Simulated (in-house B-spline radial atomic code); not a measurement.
Settings and results of a run for Ta XVI (Ta15+) (with a hole in an inner shell). Level of theory: Dirac-Hartree-Fock, average of configuration, Fermi nucleus of rms radius 5.3507 fm; calculated with a B-spline radial code for spherical atoms.

Command:
```bash
python run_scf.py task.json out
```
Settings (nuclear radius in fm, mass in u):
```
Z                73
configuration    1s2 2s2 2p6 3s2 3p6 3d10 4s1 4p6 4d10 4f11 5s2
hamiltonian      dirac
method           hf
spin_polarised   False
nucleus          fermi
rms_radius       5.3507
atomic_mass      180.948
speed_of_light   137.035999084
```

Output (hartree, bohr):
```
 radial grid: 63 intervals, B-splines of order 8, outer radius 9.2357 bohr

 iter        energy (Eh)    residual
    1      -15403.274788    3.13e+00
    2      -15483.241228    2.51e+00
    3      -15516.192527    6.22e-01
    4      -15518.831617    1.91e-01
    5      -15518.946242    6.71e-02
    6      -15518.995524    5.37e-03
    7      -15518.995602    4.50e-04
    8      -15518.995603    5.07e-05
    9      -15518.995603    1.69e-06
   10      -15518.995603    8.03e-08

 total energy                    -15518.99560
 kinetic                           17413.2781
 electron-nucleus                 -37974.3594
 electron-electron                  5042.0857

 first-order corrections (not in the total)
   Gaunt                            18.2540
   retardation                      -1.9309
   frequency dependence             -0.3107
   self-energy                      13.2573
   Uehling                          -2.4512
   Wichmann-Kroll                    0.0954
   recoil                            0.0292

 orbital      occ     eigenvalue          <r>       <r^2>       <1/r>     <1/r^2>       r_max    small
 1s1/2      2.000     -2506.2445    0.0186619 0.000478666      85.395     17411.7     0.01168  7.56e-02
 2s1/2      2.000      -446.1918     0.078284  0.00730811     20.7571     2352.04     0.06699  1.71e-02
 2p1/2      2.000      -426.1178    0.0649415  0.00524444     20.6818     740.417     0.04999  1.71e-02
 2p3/2      4.000      -379.3213    0.0727396  0.00644238     17.4913     417.703     0.05668  1.55e-02
 3s1/2      2.000      -114.1809     0.203872   0.0476677     7.62848     527.139      0.1886  5.63e-03
 3p1/2      2.000      -105.3190     0.193972    0.043847     7.53725     168.857      0.1769  5.57e-03
 3p3/2      4.000       -95.0741     0.208275   0.0503493     6.71967     96.9174      0.1905  5.12e-03
 3d3/2      4.000       -80.2889     0.182751    0.039232     6.59432     54.4569      0.1497  4.98e-03
 3d5/2      6.000       -78.0806     0.187177   0.0410251     6.39947     50.5982      0.1535  4.85e-03
 4s1/2      1.000       -34.1691     0.455575    0.234362     3.21053     130.908      0.4279  1.85e-03
 4p1/2      2.000       -30.1834     0.459304    0.239654     3.10829     41.2369      0.4279  1.77e-03
 4p3/2      4.000       -27.7245     0.488438    0.270637     2.84221     24.0734      0.4552  1.62e-03
 4d3/2      4.000       -21.6629     0.499177    0.286924      2.6543     12.7164       0.451  1.45e-03
 4d5/2      6.000       -21.1925     0.509024    0.298081     2.58832     11.8181      0.4598  1.41e-03
 4f5/2      4.714       -13.5269     0.531911    0.334301     2.26462     6.31381      0.4195  1.11e-03
 4f7/2      6.286       -13.4352     0.537024    0.340531      2.2409     6.17103      0.4236  1.09e-03
 5s1/2      2.000       -13.0605     0.951106      1.0068     1.45075     33.2891      0.9137  5.88e-04
```

Cost of the run: 1.2 s on 1 thread of Arm Neoverse V1, on a shared host.

For the Dirac Hamiltonian the kinetic term is c α·p + (β - 1)c².
